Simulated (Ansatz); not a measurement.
CH4BBrO2, SMILES OB(OC)Br.

Geometry optimised at B3LYP-D3(BJ)/def2-SVP. The structure was generated by enumeration, and PubChem lists no compound with its InChIKey, so it may never have been made. The values are those of a single conformer.

Two levels are set side by side: PBE/def2-SVPD (Ansatz, a quantum-chemistry and plane-wave program) and CAM-B3LYP/def2-SVPD (Ansatz). Energy differences of separate SCF runs at the same geometry; the states with an electron removed or added have multiplicity 2 and 2. Differences are taken from unrounded values.

```tsv
quantity	CAM-B3LYP
vertical ionisation energy (eV)	10.85
vertical singlet–triplet gap (eV)	7.45
```

Q: What does PBE give, and how far is it from CAM-B3LYP? (The exact figures need the calculation; the answer reports its results.)

A: 
| quantity | PBE | PBE minus CAM-B3LYP |
|---|---|---|
| vertical ionisation energy (eV) | 10.18 | -0.67 |
| vertical singlet–triplet gap (eV) | 6.73 | -0.72 |
